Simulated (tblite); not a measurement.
C16H14OSe.
Atom-mapped SMILES: `[CH3:1][Se:2][c:3]1[cH:4][cH:5][c:6](/[CH:7]=[CH:8]/[c:9]2[cH:10][cH:11][c:12]([CH:13]=[O:14])[cH:15][cH:16]2)[cH:17][cH:18]1` (hydrogens: H19, H20, H21 on C1; H22 on C4; H23 on C5; H24 on C7; H25 on C8; H26 on C10; H27 on C11; H28 on C13; H29 on C15; H30 on C16; H31 on C17; H32 on C18)

Computed with GFN2-xTB (tblite), gas phase: L-BFGS steps from a force-field or distance-geometry start until the largest atomic force falls under 0.01 eV/Å.

Step 124: E = -1321.7403 eV
```
atom  x, y, z in Å  |  force x, y, z in eV/Å
C1     -6.4750    1.4059    0.4433    0.002  -0.009  -0.007
Se2    -6.0677   -0.4388    0.9664    0.018   0.029   0.002
C3     -4.1504   -0.3991    0.7932    0.014  -0.004   0.000
C4     -3.3676   -0.9031    1.8241    0.000   0.008   0.015
C5     -1.9940   -0.9000    1.7117    0.000  -0.007   0.002
C6     -1.3571   -0.4049    0.5682    0.006  -0.019  -0.008
C7      0.0906   -0.4233    0.5190    0.015   0.011  -0.010
C8      0.8585   -0.0431   -0.5152    0.010   0.006  -0.012
C9      2.3059   -0.0431   -0.5606    0.004   0.006  -0.022
C10     2.9372    0.2751   -1.7723    0.001  -0.006  -0.014
C11     4.3082    0.3245   -1.8720   -0.002   0.006   0.008
C12     5.1050    0.0619   -0.7547   -0.003  -0.031   0.001
C13     6.5620    0.1448   -0.8551    0.005   0.012  -0.001
O14     7.1810    0.4274   -1.8510   -0.007  -0.008  -0.006
C15     4.4873   -0.2746    0.4514   -0.006   0.012   0.014
C16     3.1150   -0.3263    0.5475   -0.011   0.006  -0.009
C17    -2.1638    0.0789   -0.4683   -0.001  -0.010   0.006
C18    -3.5377    0.0763   -0.3594   -0.003   0.017  -0.001
H19    -6.1367    2.0840    1.2231    0.017  -0.015  -0.009
H20    -7.5540    1.4709    0.3350   -0.009  -0.002   0.009
H21    -5.9928    1.6387   -0.5013   -0.007  -0.008  -0.014
H22    -3.8423   -1.2855    2.7160   -0.016  -0.015   0.012
H23    -1.3959   -1.2859    2.5253    0.002   0.001  -0.001
H24     0.5630   -0.7922    1.4202   -0.022   0.003  -0.001
H25     0.3866    0.3033   -1.4252    0.003  -0.008  -0.004
H26     2.3300    0.4806   -2.6426   -0.003   0.015   0.005
H27     4.7985    0.5699   -2.8029   -0.031   0.007   0.006
H28     7.0876   -0.0725    0.0969    0.003  -0.016   0.014
H29     5.0970   -0.4900    1.3172    0.012   0.003   0.011
H30     2.6624   -0.5779    1.4942    0.003   0.005  -0.003
H31    -1.7169    0.4540   -1.3764    0.008   0.004   0.021
H32    -4.1390    0.4392   -1.1806   -0.001   0.006  -0.004
```

Step 125: E = -1321.7407 eV
```
atom  x, y, z in Å  |  force x, y, z in eV/Å
C1     -6.4771    1.4046    0.4401   -0.003  -0.007  -0.001
Se2    -6.0669   -0.4378    0.9691    0.035   0.037   0.002
C3     -4.1488   -0.3966    0.7945   -0.007  -0.008   0.003
C4     -3.3667   -0.9029    1.8247   -0.003   0.002   0.016
C5     -1.9933   -0.9026    1.7108    0.002   0.000   0.004
C6     -1.3569   -0.4065    0.5674    0.017  -0.020   0.002
C7      0.0905   -0.4258    0.5189    0.026   0.017  -0.008
C8      0.8590   -0.0429   -0.5136    0.011   0.010  -0.013
C9      2.3064   -0.0434   -0.5587    0.002  -0.001  -0.024
C10     2.9366    0.2743   -1.7710    0.005  -0.008  -0.012
C11     4.3077    0.3223   -1.8718   -0.006   0.012   0.013
C12     5.1048    0.0603   -0.7544    0.001  -0.025  -0.005
C13     6.5616    0.1465   -0.8568    0.006   0.000  -0.002
O14     7.1783    0.4305   -1.8540   -0.011  -0.006   0.000
C15     4.4881   -0.2764    0.4524   -0.006   0.019   0.009
C16     3.1157   -0.3277    0.5492   -0.006   0.007  -0.015
C17    -2.1628    0.0809   -0.4678   -0.007  -0.013   0.010
C18    -3.5365    0.0802   -0.3579   -0.009   0.013   0.016
H19    -6.1338    2.0878    1.2134    0.018  -0.021  -0.005
H20    -7.5569    1.4691    0.3393   -0.008  -0.002   0.006
H21    -6.0017    1.6328   -0.5087   -0.006  -0.008  -0.023
H22    -3.8411   -1.2853    2.7170   -0.016  -0.012   0.002
H23    -1.3948   -1.2898    2.5234    0.001   0.000  -0.004
H24     0.5635   -0.7954    1.4196   -0.027  -0.004   0.000
H25     0.3877    0.3069   -1.4223    0.001  -0.010  -0.010
H26     2.3283    0.4801   -2.6407    0.002   0.015   0.008
H27     4.7975    0.5686   -2.8029   -0.032   0.003   0.011
H28     7.0896   -0.0708    0.0938    0.001  -0.013   0.015
H29     5.0983   -0.4900    1.3186    0.010   0.001   0.004
H30     2.6634   -0.5794    1.4960    0.003   0.007  -0.006
H31    -1.7167    0.4572   -1.3756    0.015   0.006   0.019
H32    -4.1379    0.4462   -1.1770   -0.008   0.008  -0.016
```

Step 126: E = -1321.7411 eV
```
atom  x, y, z in Å  |  force x, y, z in eV/Å
C1     -6.4803    1.4030    0.4340   -0.006   0.000   0.003
Se2    -6.0649   -0.4347    0.9737    0.042   0.039   0.004
C3     -4.1466   -0.3927    0.7970   -0.026  -0.011   0.017
C4     -3.3654   -0.9029    1.8264   -0.005  -0.003   0.006
C5     -1.9923   -0.9066    1.7101    0.000   0.005   0.006
C6     -1.3563   -0.4088    0.5672    0.023  -0.015   0.012
C7      0.0910   -0.4297    0.5192    0.026   0.019  -0.002
C8      0.8601   -0.0420   -0.5108    0.009   0.012  -0.014
C9      2.3072   -0.0444   -0.5564   -0.001  -0.008  -0.020
C10     2.9357    0.2723   -1.7698    0.002  -0.008  -0.003
C11     4.3064    0.3190   -1.8715   -0.002   0.016   0.012
C12     5.1045    0.0573   -0.7546    0.006  -0.009  -0.004
C13     6.5611    0.1497   -0.8596    0.005  -0.019  -0.004
O14     7.1743    0.4360   -1.8584   -0.015  -0.005   0.013
C15     4.4893   -0.2788    0.4536    0.001   0.023  -0.002
C16     3.1168   -0.3301    0.5511   -0.001   0.008  -0.015
C17    -2.1614    0.0843   -0.4658   -0.004  -0.015   0.015
C18    -3.5347    0.0868   -0.3543   -0.019   0.006   0.024
H19    -6.1305    2.0935    1.1979    0.018  -0.027  -0.003
H20    -7.5612    1.4661    0.3430   -0.005  -0.003   0.004
H21    -6.0140    1.6237   -0.5209   -0.006  -0.007  -0.030
H22    -3.8399   -1.2863    2.7187   -0.013  -0.007  -0.010
H23    -1.3934   -1.2965    2.5212    0.001  -0.001  -0.004
H24     0.5638   -0.8026    1.4185   -0.028  -0.011   0.003
H25     0.3888    0.3135   -1.4171    0.000  -0.011  -0.019
H26     2.3256    0.4789   -2.6380    0.009   0.014   0.008
H27     4.7948    0.5660   -2.8032   -0.026   0.000   0.014
H28     7.0924   -0.0671    0.0896   -0.004  -0.007   0.010
H29     5.1007   -0.4905    1.3197    0.003   0.000  -0.005
H30     2.6653   -0.5818    1.4986    0.003   0.011  -0.012
H31    -1.7159    0.4629   -1.3729    0.022   0.006   0.017
H32    -4.1363    0.4575   -1.1712   -0.009   0.008  -0.019
```

**Question.** Estimate the geometry and energy of step 127. (The exact step hangs on the optimiser's Hessian estimate; all steps are aligned on step 126, rigid shifts and turns removed.)

**Answer.** E = -1321.7416 eV, largest force 0.047 eV/Å
```
atom  x, y, z in Å  |  force x, y, z in eV/Å
C1     -6.4839    1.4010    0.4252   -0.006   0.009  -0.004
Se2    -6.0613   -0.4299    0.9803    0.033   0.033   0.008
C3     -4.1440   -0.3878    0.8013   -0.037  -0.003   0.017
C4     -3.3638   -0.9032    1.8289   -0.004  -0.013  -0.001
C5     -1.9910   -0.9113    1.7100    0.003   0.008   0.007
C6     -1.3550   -0.4113    0.5679    0.020  -0.004   0.023
C7      0.0921   -0.4342    0.5200    0.018   0.015   0.004
C8      0.8615   -0.0402   -0.5071   -0.002   0.008  -0.010
C9      2.3081   -0.0463   -0.5540   -0.006  -0.013  -0.006
C10     2.9342    0.2689   -1.7686    0.006  -0.004   0.005
C11     4.3047    0.3145   -1.8714   -0.003   0.015   0.012
C12     5.1042    0.0531   -0.7552    0.012   0.014  -0.006
C13     6.5603    0.1540   -0.8629   -0.001  -0.040   0.000
O14     7.1688    0.4441   -1.8635   -0.012  -0.004   0.019
C15     4.4908   -0.2818    0.4544    0.003   0.020  -0.010
C16     3.1182   -0.3334    0.5529    0.010   0.010  -0.015
C17    -2.1595    0.0892   -0.4620   -0.008  -0.013   0.017
C18    -3.5327    0.0960   -0.3487   -0.015  -0.007   0.031
H19    -6.1261    2.1004    1.1774    0.017  -0.029  -0.003
H20    -7.5659    1.4623    0.3453    0.001  -0.004   0.005
H21    -6.0285    1.6119   -0.5375   -0.010  -0.008  -0.027
H22    -3.8386   -1.2892    2.7204   -0.007   0.001  -0.023
H23    -1.3919   -1.3056    2.5187    0.002  -0.003  -0.003
H24     0.5637   -0.8137    1.4170   -0.022  -0.015   0.003
H25     0.3895    0.3230   -1.4099    0.002  -0.011  -0.026
H26     2.3220    0.4772   -2.6348    0.014   0.012   0.004
H27     4.7904    0.5620   -2.8039   -0.010   0.000   0.008
H28     7.0957   -0.0610    0.0847   -0.010  -0.001   0.002
H29     5.1038   -0.4917    1.3203   -0.005   0.000  -0.014
H30     2.6676   -0.5846    1.5011    0.001   0.014  -0.018
H31    -1.7144    0.4710   -1.3680    0.025   0.004   0.017
H32    -4.1342    0.4716   -1.1634   -0.008   0.008  -0.016
```

The energy changes by -0.0005 eV. The first-order estimate −F·Δx gives -0.0007 eV and the mean of the old and new forces, exact on a quadratic surface, -0.0005 eV. The step makes an angle of 84° with the force vector and moves no atom by more than 0.025 Å.

What follows is the cost of the whole relaxation. The run took 91 s wall, 65 s CPU on 2 threads, Intel Xeon at 2.50 GHz (x86_64), shared host with 64 logical CPUs at a one-minute load of 57.
